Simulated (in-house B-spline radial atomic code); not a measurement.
The numbers below are computed, except where a source is named.
Making a Troullier-Martins s channel for Ca, r_c = 0.74 bohr

Ca, [Ar] 4s2, non-relativistic PBE, spherical and spin-unpolarised, from a B-spline radial code for spherical atoms (atomic units). The all-electron 3s level is ε = -1.715687 hartree, its outermost node lies just inside 0.46 bohr and its outer maximum at 0.99 bohr.

Inside r_c the pseudo-orbital is u(r) = r^1 exp(p(r)), with p = c0 + c2 r² + c4 r⁴ + … + c12 r¹². The seven coefficients follow from p and its first four derivatives at r_c, from zero curvature of the screened potential at the origin, c4 = −c2²/(2l + 5), and from the norm inside r_c. At r_c the all-electron orbital has P = 0.8320889, P' = 1.73377, the screened potential V = -6.885271, V' = 16.15644, V'' = -38.14845, and the norm inside is Q = 0.133549.

**Question.** What are p, p' and p'' at r_c?

**Answer.** p = ln(P/r_c^1) = ln(0.8320889/0.74) = 0.11729. p' = P'/P − 1/r_c = 2.08364 − 1.35135 = 0.73228. The radial equation gives p'' = 2(V − ε) − 2(1) p'/r_c − p'² = -10.33917 − (1.97915) − 0.53624 = -12.85456. Differentiating, p''' = 2V' + 2(1)p'/r_c² − 2(1)p''/r_c − 2p'p'' = 88.556, and p'''' = 2V'' − 4(1)p'/r_c³ + 4(1)p''/r_c² − 2(1)p'''/r_c − 2p''² − 2p'p''' = -876.94.

For a trial c2 the five matching conditions are linear in c0, c6, c8, c10 and c12, and c2 is varied until the norm inside r_c equals Q. The root nearest zero gives:

| n | c_n |
| --- | --- |
| 0 | 0.8032104 |
| 2 | -7.494904 |
| 4 | -11.23472 |
| 6 | 201.4409 |
| 8 | -562.3847 |
| 10 | 640.0333 |
| 12 | -268.3804 |

**Question.** Check c4 and p(r_c), and find the screened pseudopotential at the origin.

**Answer.** −c2²/5 = -11.2347, as listed. The terms c_n r_c^n are 0.80321, -4.10421, -3.36891, 33.07790, -50.56933, 31.51518, -7.23655, which sum to 0.11729. Inverting the radial equation, V_l(r) = ε + 1 p'/r + (p'' + p'²)/2, so V_l(0) = ε + (2l + 3) c2 = -1.715687 + 3 × (-7.4949) = -24.2004 hartree, finite where the all-electron potential diverges.

Orbitals and screened potentials:

```json
{"r (bohr)": "0.074", "P": "0.1757", "u": "0.1585", "V all-electron": "-214.5", "V pseudo": "-24.06"}
{"r (bohr)": "0.185", "P": "-0.4315", "u": "0.3177", "V all-electron": "-64.97", "V pseudo": "-19.86"}
{"r (bohr)": "0.296", "P": "-0.4901", "u": "0.3494", "V all-electron": "-32.51", "V pseudo": "-6.578"}
{"r (bohr)": "0.407", "P": "-0.1718", "u": "0.3399", "V all-electron": "-19.57", "V pseudo": "7.463"}
{"r (bohr)": "0.518", "P": "0.2355", "u": "0.4033", "V all-electron": "-13.01", "V pseudo": "12.87"}
{"r (bohr)": "0.629", "P": "0.5856", "u": "0.5984", "V all-electron": "-9.108", "V pseudo": "1.556"}
{"r (bohr)": "0.74", "P": "0.8321", "u": "0.8321", "V all-electron": "-6.885", "V pseudo": "-6.885"}
```

Logarithmic derivatives P'/P at R = 1.04 bohr, for energies E around ε:

| E − ε (hartree) | all-electron | pseudo |
| --- | --- | --- |
| -0.5 | 0.21084 | 0.206929 |
| -0.25 | 0.0277448 | 0.0266808 |
| -0.1 | -0.0870017 | -0.0871435 |
| 0 | -0.165687 | -0.165636 |
| 0.1 | -0.246215 | -0.246374 |
| 0.25 | -0.370648 | -0.372022 |
| 0.5 | -0.588525 | -0.595013 |

**Question.** With P(R) = 1.029602 and a norm of 0.4218752 inside R, what slope in energy does norm conservation fix?

**Answer.** d(P'/P)/dE = −2 × (norm inside R)/P(R)² = -0.7959 per hartree·bohr at E = ε, for both atoms, since orbital and norm agree at R. Differences over ±0.1 hartree give -0.7961 (all-electron) and -0.7962 (pseudo), which also hold third-order terms. Half a hartree below ε the two curves differ by -0.0039.
